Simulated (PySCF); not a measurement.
Compound: CH10NSSi3 (doublet state).
Structure used (GFN2-xTB), in Å, numbered top down from 1:
```xyz
16
CH10NSSi3 angstrom
C      2.6584    0.4985   -0.3886
S      2.1274    1.2543    1.0447
Si     0.3645    0.0991    1.5214
N     -0.5900   -0.1563    0.1006
Si    -1.0950    1.2179   -0.8708
Si    -1.3193   -1.7300   -0.1457
H      1.9729   -0.1066   -0.9481
H      3.5227    0.9216   -0.8575
H      0.8123   -1.1976    2.0118
H     -0.2961    0.9201    2.5263
H     -2.3165    1.7836   -0.2914
H     -1.3302    0.7061   -2.2184
H     -0.0209    2.2050   -0.8709
H     -1.7639   -1.7911   -1.5338
H     -2.4393   -1.8779    0.7871
H     -0.2946   -2.7376    0.1221
```

The hyperfine couplings belong to this conformer and change with its torsions.

As a line formula: `[CH2]S[SiH2]N([SiH3])[SiH3]` [radical].

Computed, not measured: UKS B3LYP, pcH-1 on C H N S Si, non-relativistic, mean-field spin-orbit, GIAO in PySCF. The structure is a single GFN2-xTB conformer in the gas phase; no vibrational or solvent corrections. GFN2-xTB frequencies show an imaginary mode (35i cm⁻¹), so this geometry is no minimum at that level. The geometry wasn't refined by DFT: couplings that depend on bond lengths, twists or pyramidal angles can differ widely from those at the functional's own minimum. No stability test was run, so a lower SCF solution isn't excluded.

Principal values of hyperfine tensors in MHz (contact, dipolar and spin–orbit terms together), for some of the nuclei:

```csv
atom,isotope,A1,A2,A3
C1,13C,37.24,37.84,248.67
H8,1H,-84.78,-52.45,-16.47
H7,1H,-80.70,-48.37,-13.03
H10,1H,-5.12,-4.31,-0.20
S2,33S,-19.69,-14.92,41.55
Si3,29Si,0.41,2.56,3.23
N4,14N,1.17,1.41,1.61
Si5,29Si,0.31,0.96,1.12
```

Q: Give the isotropic coupling of each nucleus in MHz and in mT (g = 2.0052), and the anisotropic part.

A: a_iso = (A1 + A2 + A3)/3, Ti = Ai − a_iso; 1 mT corresponds to 28.065 MHz. The tensors hold a spin–orbit part: the run splits a_iso into a_FC + a_SO, and T includes its anisotropic share.

| atom | a_iso (MHz) | a_FC | a_SO | a_iso (mT) | T1 | T2 | T3 |
| --- | --- | --- | --- | --- | --- | --- | --- |
| C1 | 107.92 | 107.61 | 0.31 | 3.845 | -70.67 | -70.08 | 140.75 |
| H8 | -51.23 | -51.33 | 0.10 | -1.826 | -33.55 | -1.22 | 34.77 |
| H7 | -47.37 | -47.47 | 0.10 | -1.688 | -33.33 | -1.00 | 34.34 |
| H10 | -3.21 | -3.21 | 0.00 | -0.114 | -1.91 | -1.10 | 3.01 |
| S2 | 2.32 | 2.59 | -0.28 | 0.083 | -22.00 | -17.23 | 39.24 |
| Si3 | 2.07 | 2.00 | 0.06 | 0.074 | -1.65 | 0.49 | 1.16 |
| N4 | 1.40 | 1.40 | 0.00 | 0.050 | -0.22 | 0.01 | 0.21 |
| Si5 | 0.80 | 0.80 | 0.00 | 0.028 | -0.49 | 0.17 | 0.32 |

Q: What spin density at the nucleus of C1 lies behind its contact coupling (g_N = 1.40482)?

A: a_FC = 800.24 MHz bohr³ × g_N × ρ(0)/(2S). With a_FC = 107.61 MHz and 2S = 1, ρ(0) = 0.09572 bohr⁻³.

Q: H9 (1H, g_N = 5.58569) isn't in the table. Its spin density at the nucleus is 0.002553 bohr⁻³. What is its contact coupling?

A: By the same relation, a_FC = 11.41 MHz. Its full tensor has the principal values 9.53, 9.93, 14.77 MHz.

Q: Name the largest traceless tensor T of the table and describe it.

A: C1: -70.7, -70.1, 140.8 MHz (the dipolar term alone has -70.8, -70.2, 141.1), axial, in the ratio −1:−1:+2, the form that spin in one p orbital centred on that nucleus gives.

Q: What first-order splitting does C1 cause when the field lies along A1, A2 or A3 of its tensor (g taken as isotropic, no quadrupole term)?

A: 2 lines (I = 1/2), spaced by |A_i|/(g × 13.996): 1.33, 1.35, 8.86 mT along the axes of A1, A2 and A3.

Time: 2.0 min wall (grids of density and orbitals included); peak memory 1.0 GiB. Hardware: an Arm Neoverse V2 with one thread, no GPU, shared host.
